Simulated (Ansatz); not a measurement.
Ansatz (an electronic-structure program) input (HF/3-21G): The .json file is the Basis Set Exchange's 3-21G.

Ansatz 0.2 input:
```yaml
crystal:
  periodic: [false, false, false]
  atoms:
    - {symbol: In, position_ang: [-0.00000000, -0.00000000, -0.29284787]}
    - {symbol: F, position_ang: [0.00000000, 0.00000000, 1.59439397]}
basis:
  gaussian:
    orbitals: 3-21G.json
hamiltonian:
  xc: {name: HF}
total_charge: 1
magnetization: {spin_polarized: true, initial_magnetization: 1}
phonons: {temperatures: {t_min: 298.15, t_max: 298.15, t_step: 100}}
```

Q: Which harmonic wavenumbers does it give?

A: 695 cm⁻¹ (unscaled; negative means imaginary).
